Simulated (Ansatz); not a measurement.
A run for Ansatz (a first-principles code): R-PBE0/def2-TZVPP on H4Si2 (SMILES [SiH][SiH3]), a point of a torsion scan.

Ansatz 0.2 input:
```yaml
crystal:
  periodic: [false, false, false]
  atoms:
    - {symbol: Si, position_ang: [1.53897479, -0.90097726, -0.05938432]}
    - {symbol: Si, position_ang: [-0.54830207, 0.03698085, 0.00308120]}
    - {symbol: H, position_ang: [2.42904274, 0.30538327, -0.00133219]}
    - {symbol: H, position_ang: [-0.97474563, 0.97885642, -1.04434690]}
    - {symbol: H, position_ang: [-0.92078150, 0.71007386, 1.25838470]}
    - {symbol: H, position_ang: [-1.50344315, -1.08171724, -0.11165337]}
basis:
  gaussian:
    orbitals: def2-TZVPP
hamiltonian:
  xc: {name: PBE0}
scf: {lower_state_search: off}
```

Output:

```
WARN ansatz: RAYON_NUM_THREADS=1 ignored (pool sized by the plan → 1); use --threads N
Functional definition: PBE0
these checks for a lower state are left out or cut short: stability, starts, cluster_reference, orbital_swaps, neighbouring_geometries, increment
integrals: 0.05 GiB planned
818 factors; their error is unknown
mean field: 0.46 GiB planned
mean field evaluation 1: about -15810.8812 eV, gradient 1.3e1 eV
mean field evaluation 2: about -15811.2770 eV, gradient 8.8e0 eV
mean field evaluation 4: about -15811.5536 eV, gradient 2.8e-1 eV
mean field evaluation 8: about -15811.5857 eV, gradient 7.1e-3 eV
mean field -15811.58565643 eV, -581.0650553962 hartree, gradient 5.5e-6 eV, S^2 0.000000; 0 other end points of the search recorded, 0 dependent functions left out
reference -15811.58568501 eV, -581.0650564463 hartree; 16, 16 occupied and 124, 124 virtual orbitals, 818 factors
Total energy: -15811.58568501 eV, -581.0650564463 hartree
Checks for a lower state left out: stability, starts, cluster_reference, orbital_swaps, neighbouring_geometries, increment
```

Self-consistency was reached.

Cost: about 1.3 core-seconds (a rough figure).
